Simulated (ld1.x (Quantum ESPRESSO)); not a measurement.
Reading a pseudo-wave (holmium (Ho))

Columns: radius, all-electron u(r) and pseudo u(r) of the 5p shell (level -25.87 eV) of holmium in the configuration [Kr] 4d10 5s2 4f11 5p6 5d0 6s2 6p0; PBE, scalar-relativistic, RRKJ scheme, ld1.x (Quantum ESPRESSO) 7.5.

| r (bohr) | all-electron | pseudo |
| --- | --- | --- |
| 0.130 | -0.2395 | -0.0233 |
| 0.260 | -0.0092 | -0.0905 |
| 0.390 | 0.4389 | -0.1938 |
| 0.520 | 0.3733 | -0.3214 |
| 0.650 | 0.0308 | -0.4593 |
| 0.780 | -0.3378 | -0.5932 |
| 0.910 | -0.6254 | -0.7103 |
| 1.040 | -0.8104 | -0.8009 |
| 1.170 | -0.9056 | -0.8593 |
| 1.300 | -0.9324 | -0.8835 |
| 1.430 | -0.9121 | -0.8759 |
| 1.560 | -0.8617 | -0.8410 |
| 1.690 | -0.7944 | -0.7858 |
| 1.820 | -0.7192 | -0.7176 |
| 1.950 | -0.6423 | -0.6433 |
| 2.080 | -0.5677 | -0.5687 |
| 2.210 | -0.4977 | -0.4980 |
| 2.340 | -0.4335 | -0.4336 |
| 2.470 | -0.3757 | -0.3757 |
| 2.600 | -0.3243 | -0.3243 |
| 2.730 | -0.2790 | -0.2790 |
| 2.860 | -0.2393 | -0.2393 |
| 2.990 | -0.2049 | -0.2049 |
| 3.120 | -0.1751 | -0.1751 |
| 3.250 | -0.1494 | -0.1494 |
| 3.380 | -0.1274 | -0.1274 |

Q: How many radial nodes do the two functions have?

A: The all-electron 5p function has n − l − 1 = 3 (the table is too coarse to show those close to the nucleus); the pseudo-wave has 0, since the states of the same l below it are removed with the core.

Q: At about which radius was the pseudo-wave matched?

A: 2.40 bohr. The columns agree to 0.0005 from 2.21 bohr on; several derivatives are matched, so the curves merge somewhat inside the radius.

Q: Is the pseudo-wave norm-conserving?

A: Yes: the RRKJ scheme keeps the norm inside the radius equal to the all-electron one, which fixes the energy derivative of the logarithmic derivative at the level.
